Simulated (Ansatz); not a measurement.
Ansatz (a first-principles code) input:
A basis named .json is the Basis Set Exchange file of that set.

Ansatz 0.2 input:
```yaml
crystal:
  periodic: [false, false, false]
  atoms:
    - {symbol: Si, position_ang: [2.21935161, -0.08169584, 0.35097580]}
    - {symbol: C, position_ang: [0.38567402, -0.19640171, 0.12263579]}
    - {symbol: N, position_ang: [-0.34680539, -1.19553890, 0.56317921]}
    - {symbol: C, position_ang: [-1.67297442, -0.99543603, 0.33391325]}
    - {symbol: C, position_ang: [-1.99630104, 0.18156909, -0.28302521]}
    - {symbol: S, position_ang: [-0.57615684, 1.08066407, -0.60083909]}
    - {symbol: H, position_ang: [2.84988508, -1.41587454, 0.23893983]}
    - {symbol: H, position_ang: [2.78533753, 0.90577067, -0.59987152]}
    - {symbol: H, position_ang: [-2.38574481, -1.74825280, 0.63827620]}
    - {symbol: H, position_ang: [-2.97264443, 0.54185728, -0.56097790]}
basis:
  gaussian:
    orbitals: cc-pwCVTZ.json
magnetization: {spin_polarized: true, initial_magnetization: 1}
correlation: {method: ccsd_t, electrons: outside_noble_gas}
```

Which total energy does the run end on?

-857.92407 Eh (CCSD(T)/cc-pwCVTZ).

It need not be the lowest isomer of its formula.

The determinant is spin-contaminated: <S^2> is 1.06 against 0.75 for a pure state.
